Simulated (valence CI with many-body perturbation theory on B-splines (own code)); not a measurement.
**E1 line list for F3+**

Calculated by configuration interaction combined with many-body perturbation theory (CI+MBPT): four valence electrons over a frozen Dirac-Fock core [He], a basis of 11 s, 11 p, 10 d, 8 f, 5 g, 2 h functions for each j, with the one-electron correlation potential Σ1, the two-electron term Σ2, the three-electron term Σ3, Breit, model QED; selected CI, second order for the rest, scaled by the run's own slope (own B-spline code, finite nucleus).

Against 48 measured levels this calculation errs by 141 cm⁻¹ on average and by 849 at most. These come from a selection out of Moore, Atomic Energy Levels, vol. I, NSRDS-NBS 35 (1971 reprint of NBS Circular 467, 1949), an old analysis. Levels without a partner in it may be off by more. Among the levels kept, up to 2200 cm⁻¹ of a level comes from second order outside the variational space, and about a tenth of that is noise between levels of different J, which matters for small intervals. 1 measured level below the end of the list, from 492395 cm⁻¹ on, found no clear computed partner, and computed levels of the same name lie up to 459 cm⁻¹ from them.

Lines 151 to 200 of 560 in falling wavelength, among levels below 647726 cm⁻¹, chosen from the strongest by gf and those to the six lowest levels. Wavelengths and rates use the calculated energies, so an error of 100 cm⁻¹ moves a line at 269.1 nm by 0.27 % and its rate by three times that or more. Electric multipoles are in the length gauge, E1 and E2 with the static RPA response of the core. Weak lines are less certain than strong ones. Lines between different terms over intervals too small for the method are left out, as are lines whose strength nearly cancels. Where a level lies close to another of its J and parity, the split of strength between their lines is uncertain. The highest levels of a list are the least certain.

Names give the largest LS component (configuration and term), which can be under half, so a name can repeat, a term be missing and a line seem to break the LS rules; names also repeat where a configuration has a term twice. Letters in brackets count levels of one name in rising energy.

```tsv
λ vac (nm)	λ from measured levels	Upper	Lower	A (s⁻¹)	S (a.u.) with core polarisation	S without
279.6		2s 2p2 3p 5D°_2	2s 2p2 3s 5P_2	9.44e+07	5.09e+00	5.10e+00
278.8		2s 2p2 3p 5D°_1	2s 2p2 3s 5P_1	1.29e+08	4.13e+00	4.13e+00
278.7		2s2 2p 3d 1F°_3	2s2 2p 3p 1D_2	2.08e+08	1.56e+01	1.56e+01
278.6		2s 2p2 3p 5D°_4	2s 2p2 3s 5P_3	1.68e+08	1.61e+01	1.61e+01
278.1		2s 2p2 3p 5D°_3	2s 2p2 3s 5P_2	1.17e+08	8.72e+00	8.72e+00
277.9		2s2 2p 5p 3D_2	2s2 2p 4d 3F°_3	1.44e+08	7.64e+00	7.64e+00
277.7		2s 2p2 3p 5D°_2	2s 2p2 3s 5P_1	6.36e+07	3.36e+00	3.36e+00
277.3		2s2 2p 5p 3D_3	2s2 2p 4d 3F°_4	1.45e+08	1.07e+01	1.07e+01
277.2		2s 2p2 3d 3F_4 [b]	2s 2p2 3p 3F°_4	5.27e+07	4.99e+00	4.98e+00
276.8		2s 2p2 3d 3F_3 [b]	2s 2p2 3p 3F°_3	4.74e+07	3.47e+00	3.47e+00
276.6		2s2 2p 5p 3D_1	2s2 2p 4d 3F°_2	8.59e+07	2.69e+00	2.69e+00
276.6		2s 2p2 3d 3F_2 [b]	2s 2p2 3p 3F°_2	5.08e+07	2.65e+00	2.65e+00
276.5		2s 2p2 3p 3P°_1 [a]	2s 2p2 3s 3P_2 [a]	7.24e+07	2.27e+00	2.27e+00
274.5		2s 2p2 3p 3P°_2 [a]	2s 2p2 3s 3P_2 [a]	1.35e+08	6.88e+00	6.88e+00
272.0		2s2 2p 5d 3F°_4	2s2 2p 4f 3G_5	2.89e+07	2.59e+00	2.59e+00
269.3		2s 2p2 3p 1F°_3	2s2 2p 4p 1D_2	7.75e+07	5.23e+00	5.23e+00
269.1	269.5	2s 2p2 3d 3F_4 [a]	2s 2p2 3p 3D°_3 [a]	2.33e+08	2.01e+01	2.01e+01
269.1	269.5	2s 2p2 3d 3F_2 [a]	2s 2p2 3p 3D°_1 [a]	1.97e+08	9.46e+00	9.47e+00
269.0	269.4	2s 2p2 3d 3F_3 [a]	2s 2p2 3p 3D°_2 [a]	2.09e+08	1.40e+01	1.40e+01
269.0		2s2 2p 3d 3D°_3	2s2 2p 3p 3P_2	1.48e+08	9.93e+00	9.93e+00
268.1	268.9	2s2 2p 3d 3D°_2	2s2 2p 3p 3P_1	1.17e+08	5.58e+00	5.58e+00
267.6		2s2 2p 3d 3D°_1	2s2 2p 3p 3P_0	8.97e+07	2.55e+00	2.55e+00
264.4		2s 2p2 3d 5F_4	2s 2p2 3p 5D°_4	3.37e+07	2.76e+00	2.76e+00
263.6		2s 2p2 3d 5F_3	2s 2p2 3p 5D°_3	6.29e+07	3.98e+00	3.98e+00
263.2		2s 2p2 3d 5F_5	2s 2p2 3p 5D°_4	2.21e+08	2.19e+01	2.19e+01
263.0		2s 2p2 3d 5F_2	2s 2p2 3p 5D°_2	8.64e+07	3.88e+00	3.88e+00
262.7		2s 2p2 3d 5F_1	2s 2p2 3p 5D°_1	1.03e+08	2.75e+00	2.75e+00
262.6		2s 2p2 3d 5F_4	2s 2p2 3p 5D°_3	1.88e+08	1.51e+01	1.51e+01
262.4		2s2 2p 5s 3P°_1	2s2 2p 4p 3D_2	1.83e+08	4.88e+00	4.88e+00
262.3		2s2 2p 5s 3P°_2	2s2 2p 4p 3P_2	1.63e+08	7.26e+00	7.26e+00
262.3		2s 2p2 3d 5F_3	2s 2p2 3p 5D°_2	1.57e+08	9.76e+00	9.76e+00
262.1		2s 2p2 3d 5F_1	2s 2p2 3p 5D°_0	1.06e+08	2.81e+00	2.82e+00
262.1		2s 2p2 3d 5F_2	2s 2p2 3p 5D°_1	1.28e+08	5.69e+00	5.69e+00
261.8		2s2 2p 5s 3P°_0	2s2 2p 4p 3D_1	4.23e+08	3.74e+00	3.74e+00
260.9		2s2 2p 5s 3P°_2	2s2 2p 4p 3D_3	2.57e+08	1.12e+01	1.12e+01
260.5		2s2 2p 5s 3P°_2	2s2 2p 4p 3P_1	5.32e+07	2.32e+00	2.32e+00
259.1		2s2 2p 5s 3P°_1	2s2 2p 4p 1D_2	1.05e+08	2.70e+00	2.70e+00
256.3		2s 2p2 3d 5D_3	2s 2p2 3p 5P°_3	4.73e+07	2.75e+00	2.75e+00
256.1		2s 2p2 3d 3G_3	2s 2p2 3p 3F°_2	1.96e+08	1.14e+01	1.14e+01
255.9		2s 2p2 3d 3G_5	2s 2p2 3p 3F°_4	2.21e+08	2.01e+01	2.01e+01
255.9		2s2 2p 5g 3G°_5 [a]	2s2 2p 4f 1G_4	3.19e+07	2.90e+00	2.90e+00
255.9		2s 2p2 3d 3G_4	2s 2p2 3p 3F°_3	2.06e+08	1.54e+01	1.54e+01
255.6		2s 2p2 3d 5D_4	2s 2p2 3p 5P°_3	1.89e+08	1.40e+01	1.40e+01
255.3		2s2 2p 5g 3G°_3 [a]	2s2 2p 4f 3D_2	1.25e+08	7.20e+00	7.20e+00
255.3		2s 2p2 3d 5D_2	2s 2p2 3p 5P°_2	1.07e+08	4.38e+00	4.38e+00
255.0		2s 2p2 3d 5D_3	2s 2p2 3p 5P°_2	1.44e+08	8.25e+00	8.25e+00
254.9		2s 2p2 3d 3D_3	2s 2p2 3p 3P°_2 [a]	1.57e+08	8.97e+00	8.97e+00
254.8		2s2 2p 5g 3F°_4 [a]	2s2 2p 4f 3D_3	1.38e+08	1.02e+01	1.02e+01
254.7		2s 2p2 3d 5D_1	2s 2p2 3p 5P°_1	1.55e+08	3.79e+00	3.79e+00
254.5		2s 2p2 3d 5D_2	2s 2p2 3p 5P°_1	7.94e+07	3.23e+00	3.23e+00
```
